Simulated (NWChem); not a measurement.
# 1,1,1-trifluoroethane (C2H3F3); SMILES CC(F)(F)F

Computed with NWChem. Medium grid unless said otherwise, to which SCAN and Minnesota functionals are sensitive. The geometry was optimised at PBE0/def2-SVP. Hybrids' shares of exact exchange are those that their runs print; pure functionals count as 0. The functionals differ in more than this share.

```
row                                     share of exact exchange  highest occupied level (eV)
--------------------------------------  -----------------------  ---------------------------
LDA (Slater exchange, VWN5)/def2-TZVPD                     0.00                        -9.35
PBE/def2-TZVPD                                             0.00                        -9.15
B3LYP/def2-TZVPD                                           0.20                       -10.71
PBE0/def2-TZVPD                                            0.25                       -10.93
M06-2X/def2-TZVPD                                          0.54                     withheld
Hartree-Fock/def2-TZVPD                                    1.00                       -15.37
```

Q: Fit a straight line of the last column on the one before it, predict the withheld value, and compare with the run.

A: 
1. Means of the 5 shown rows: x = 0.290, y = -11.102. Slope Σ(x − x̄)(y − ȳ)/Σ(x − x̄)² = -4.147/0.6820 = -6.080; intercept -9.339.
2. The shown rows scatter about the line by 0.116 (root mean square); the largest residual is +0.19, at PBE/def2-TZVPD.
3. At x = 0.54 (M06-2X/def2-TZVPD; inside the shown range) the line gives -12.62.
4. The run gives -12.63, -0.01 from the line, 0.1 times the scatter.
